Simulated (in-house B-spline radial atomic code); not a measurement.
Configurations of Pd, with energies counted from [Kr] 4d10. Computed with a radial B-spline atomic code at the basis-set limit: Dirac-Hartree-Fock, average of configuration, Fermi nucleus of rms radius 4.5318 fm. Energies include first-order Breit, QED and recoil terms.

Occupations are held fixed; configurations that lie above the ionisation limit could autoionise.

| configuration | E - E(ref) (eV) | highest orbital | its <r> (bohr) |
| --- | --- | --- | --- |
| [Kr] 4d9 7p1 | 5.6376 | 7p3/2 | 24.23 |
| [Kr] 4d9 6g1 | 6.075 | 6g9/2 | 44 |
| [Ar] 3d10 4s2 4p5 4d10 6s1 | 58.769 | 6s1/2 | 9.836 |
| [Ar] 3d10 4s2 4p5 4d10 7s1 | 59.8 | 7s1/2 | 19.04 |
| [Ar] 3d10 4s2 4p5 4d10 4f1 | 60.027 | 4f5/2 | 17.99 |
| [Ar] 3d10 4s2 4p5 4d10 6d1 | 60.044 | 6d5/2 | 21.59 |
| [Ar] 3d9 4s2 4p6 4d10 5f1 | 341.53 | 5f5/2 | 31.48 |
| [Ar] 3d9 4s2 4p6 4d10 6g1 | 341.7 | 6g9/2 | 44 |
| [Ar] 3d9 4s2 4p6 4d10 7g1 | 341.8 | 7g9/2 | 63.5 |

**Question.** Order these further configurations by energy, lowest first.
A. [Ar] 3d10 4s2 4p5 4d10 5s1
B. [Kr] 4d9 5g1
C. [Ar] 3d10 4s2 4p5 4d10 8s1
D. [Ar] 3d10 4s2 4p5 4d10 7g1
E. [Ar] 3d10 4s2 4p5 4d10 5g1

**Answer.** B (5.9087 eV), A (54.569 eV), C (60.223 eV), E (60.333 eV), D (60.6 eV).

**Question.** How far above the reference does [Ar] 3d10 4s2 4p5 4d10 5d1 lie?

**Answer.** 59.396 eV; its least bound orbital is 5d5/2 with <r> = 10.9 bohr.

**Question.** How far above the reference does [Ar] 3d9 4s2 4p6 4d10 5p1 lie?

**Answer.** 338.83 eV; its least bound orbital is 5p3/2 with <r> = 5.475 bohr.

**Question.** How far above the reference does [Kr] 4d9 8s1 lie?

**Answer.** 5.8005 eV; its least bound orbital is 8s1/2 with <r> = 31.36 bohr.
